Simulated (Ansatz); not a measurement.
Consider the formal exchange of groups at the Si–C bond: `O/C=C(\Cl)[SiH2]O` + `[NH2][Al]([F])[SiH3]` → `[NH2][Al]([SiH3])[SiH2]O` + `O/C=C(/F)Cl`.

Program: Ansatz. Geometries: PBE0-D4/def2-TZVP. ΔE: electronic, gas phase. CCSD(T)/CBS adds triple-zeta CCSD(T) − MP2 to the extrapolated MP2 energy (def2 sets, frozen cores). Double bonds are as drawn, so ΔE can hold a change between cis and trans. DFT in def2-TZVPP. B3LYP here is the variant with VWN-RPA as its local correlation; programs differ in this. One conformer a species, not always the lowest.

```
             level  ΔE (eV)  difference from CCSD(T)/CBS
            PBE-D4     2.96                        -0.46
         r2SCAN-D4     3.24                        -0.18
           PBE0-D4     3.09                        -0.33
          B3LYP-D4     3.26                        -0.16
           ωB97X-V     3.22                        -0.20
           ωB97M-V     3.33                        -0.09
            B2PLYP     3.37                        -0.05
               PBE     2.94                        -0.48
            r2SCAN     3.23                        -0.19
              PBE0     3.07                        -0.35
             B3LYP     3.22                        -0.20
     HF/def2-TZVPP     3.45                         0.03
    MP2/def2-TZVPP     3.57                         0.15
SCS-MP2/def2-TZVPP     3.49                         0.07
   CCSD/def2-TZVPP     3.36                        -0.06
CCSD(T)/def2-TZVPP     3.34                        -0.08
     HF/def2-QZVPP     3.48                         0.06
    MP2/def2-QZVPP     3.63                         0.21
SCS-MP2/def2-QZVPP     3.55                         0.13
      HF/CBS(def2)     3.49                         0.07
     MP2/CBS(def2)     3.65                         0.23
    CCSD/CBS(def2)     3.44                         0.02
       CCSD(T)/CBS     3.42                            0
```

Largest T1 diagnostic among the species: 0.013.

From PBE to PBE0 (25 % exact exchange), in def2-TZVPP and without D4, ΔE moves by +0.13 eV. The D4 term adds +0.04 eV with B3LYP and +0.02 eV with PBE0; it sums over pairs of atoms, weighted by their polarisabilities, and B3LYP, whose exchange is more repulsive, gets the larger term.
